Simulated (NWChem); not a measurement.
System: AuPH₄S; SMILES [Au]([SH])<-[PH3]

The following NWChem deck was run.

```
start job
memory heap 200 mb stack 900 mb global 1100 mb
geometry units angstroms noautoz
  Au    -0.023989     0.028870    -0.206723
  S     -0.022516     2.329383    -0.417767
  H     -1.177132     2.510322     0.288259
  P      0.023279    -2.253121    -0.027564
  H     -1.031834    -2.880651     0.703628
  H      1.132437    -2.892856     0.610586
  H     -0.028178    -3.060333    -1.207637
end
basis spherical
  * library def2-svp
end
ecp
  Au library def2-ecp
end
dft
  xc optx lyp
  iterations 150
  mulliken
end
task dft energy
```

Structure relaxed at the PBE-D3(BJ)/def2-SVP level. def2 effective core potentials on Au; no spin-orbit coupling.

### Question
What results follow from this input? (OLYP/def2-SVP with def2 effective core potentials on Au.) Quantities: energy (Ha); highest occupied level (eV); orbital gap (eV); dipole (D).

### Answer
The energy (Ha) is -877.68, the highest occupied level (eV) is -4.66 and the orbital gap (eV) comes out as 3.41. The dipole (D) is 6.03.
